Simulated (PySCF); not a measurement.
# How methods differ on the excitation energy of In

In [Kr] 4d10 5s2 5p1 (2P) → In [Kr] 4d10 5s1 5p2 (4P), as a difference of total energies. All numbers are calculated (PySCF 2.14, the spin-free X2C one-electron Hamiltonian (Gaussian nucleus), in x2c-TZVPPall with one added diffuse shell each of s, p, d, f type (9s7p5d3f, 76 functions)). Correlated levels: valence: [Kr] 4d10 frozen; valence and next inner shell: [Ar] 3d10 frozen. The calculations carry no spin-orbit coupling.

```
                                method  excitation energy (cm⁻¹)
                                   UHF                     23528
                                   LDA                     39375
                                   PBE                     37491
                                  PBE0                     34870
                                r2SCAN                     33989
                                  TPSS                     35961
                                 wB97X                     39853
                                M06-2X                     34944
                               wB97M-V                     35424
                         MP2 (valence)                     28468
                     SCS-MP2 (valence)                     30365
    MP2 (valence and next inner shell)                     34602
SCS-MP2 (valence and next inner shell)                     35717
```

Errors of the correlated levels include the incompleteness of this basis and the frozen core.

For comparison: 35088 cm⁻¹ (measured; NIST levels, between the centres of gravity of the two terms).
